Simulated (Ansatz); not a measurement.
Ansatz (a quantum-chemistry and plane-wave program) input (B3LYP-D3(BJ)/def2-TZVP):

Ansatz 0.2 input:
```yaml
crystal:
  periodic: [false, false, false]
  atoms:
    - {symbol: Cr, position_ang: [0.23341304, 0.05323208, -0.08989338]}
    - {symbol: O, position_ang: [1.14715300, 0.70866029, -1.14706447]}
    - {symbol: Br, position_ang: [1.01088936, -1.00691651, 1.71977771]}
    - {symbol: Br, position_ang: [-1.21870727, -1.39577566, -1.12998299]}
    - {symbol: Br, position_ang: [-1.28719525, 1.60420128, 0.66407676]}
basis:
  gaussian:
    orbitals: def2-TZVP
hamiltonian:
  xc: b3lyp
  dispersion: d3bj
magnetization: {spin_polarized: true, initial_magnetization: 1}
relax: {f_tol: 0.002, max_steps: 150}
```

End of the output:

```
mean field: 3.36 GiB planned
mean field -240614.93664394 eV, -8842.4358270028 hartree, gradient 1.1e-5 eV, S^2 0.782410; 0 other end points of the search recorded, 0 dependent functions left out
the calculation of the forces begins
reference -240614.93691052 eV, -8842.4358367997 hartree; 69, 68 occupied and 151, 152 virtual orbitals, 1688 factors
relax step  24: F+E_penalty+E_count = -240615.42855369 eV  Δ(F+E_penalty+E_count) = -2.606e-4 eV  max|allowed force component| = 4.333e-2 eV/Å  Δτ_max = 0.0152 Å  (80 SCF iters, accepted)
these checks for a lower state are left out or cut short: starts, cluster_reference, orbital_swaps, neighbouring_geometries, increment
integrals: 0.35 GiB planned
1688 factors; integrals over basis functions are off by at most 2.3e-4 eV
mean field: 3.36 GiB planned
mean field -240614.93720075 eV, -8842.4358474653 hartree, gradient 1.2e-5 eV, S^2 0.782693; 0 other end points of the search recorded, 0 dependent functions left out
the calculation of the forces begins
reference -240614.93746737 eV, -8842.4358572636 hartree; 69, 68 occupied and 151, 152 virtual orbitals, 1688 factors
relax step  25: F+E_penalty+E_count = -240615.42865839 eV  Δ(F+E_penalty+E_count) = -1.047e-4 eV  max|allowed force component| = 3.307e-3 eV/Å  Δτ_max = 0.0047 Å  (67 SCF iters, accepted)
these checks for a lower state are left out or cut short: starts, cluster_reference, orbital_swaps, neighbouring_geometries, increment
integrals: 0.35 GiB planned
1688 factors; integrals over basis functions are off by at most 2.3e-4 eV
mean field: 3.36 GiB planned
mean field evaluation 352: about -240614.9372 eV, gradient 4.7e-5 eV
mean field -240614.93718028 eV, -8842.4358467130 hartree, gradient 2.7e-6 eV, S^2 0.782694; 0 other end points of the search recorded, 0 dependent functions left out
the calculation of the forces begins
reference -240614.93744690 eV, -8842.4358565113 hartree; 69, 68 occupied and 151, 152 virtual orbitals, 1688 factors
relax step  26: F+E_penalty+E_count = -240615.42866173 eV  Δ(F+E_penalty+E_count) = -3.341e-6 eV  max|allowed force component| = 4.227e-3 eV/Å  Δτ_max = 0.0024 Å  (72 SCF iters, accepted)
these checks for a lower state are left out or cut short: starts, cluster_reference, orbital_swaps, neighbouring_geometries, increment
integrals: 0.35 GiB planned
1688 factors; integrals over basis functions are off by at most 2.3e-4 eV
mean field: 3.36 GiB planned
mean field -240614.93715029 eV, -8842.4358456109 hartree, gradient 1.0e-5 eV, S^2 0.782695; 0 other end points of the search recorded, 0 dependent functions left out
the calculation of the forces begins
reference -240614.93741691 eV, -8842.4358554091 hartree; 69, 68 occupied and 151, 152 virtual orbitals, 1688 factors
relax step  27: F+E_penalty+E_count = -240615.42866384 eV  Δ(F+E_penalty+E_count) = -2.114e-6 eV  max|allowed force component| = 6.882e-4 eV/Å  Δτ_max = 0.0012 Å  (67 SCF iters, accepted)
integrals: 0.35 GiB planned
1688 factors; integrals over basis functions are off by at most 2.3e-4 eV
mean field: 3.36 GiB planned
mean field evaluation 384: about -240614.9360 eV, gradient 5.7e-1 eV
mean field evaluation 416: about -240614.7422 eV, gradient 3.6e0 eV
mean field -240614.93715029 eV, -8842.4358456109 hartree, gradient 1.0e-5 eV, S^2 0.782695; 5 other end points of the search recorded, 0 dependent functions left out
the calculation of the forces begins
reference -240614.93741691 eV, -8842.4358554091 hartree; 69, 68 occupied and 151, 152 virtual orbitals, 1688 factors
Total energy: -240615.42893047 eV, -8842.4539181991 hartree
Atom 0 at     0.138622    -0.013837    -0.123427 Å, force     0.000083     0.000372     0.000046 eV/Å
Atom 1 at     1.145507     0.691816    -1.041512 Å, force    -0.000580    -0.000314     0.000688 eV/Å
Atom 2 at     1.089912    -0.924891     1.729939 Å, force     0.000216    -0.000140    -0.000344 eV/Å
Atom 3 at    -1.255530    -1.428548    -1.230144 Å, force     0.000134    -0.000208    -0.000109 eV/Å
Atom 4 at    -1.232958     1.638860     0.682059 Å, force     0.000145     0.000289    -0.000280 eV/Å
Dipole moment:    -0.007299    -0.150516     0.031488 e Å
```

The spin state was set by rule; other spins were not relaxed.
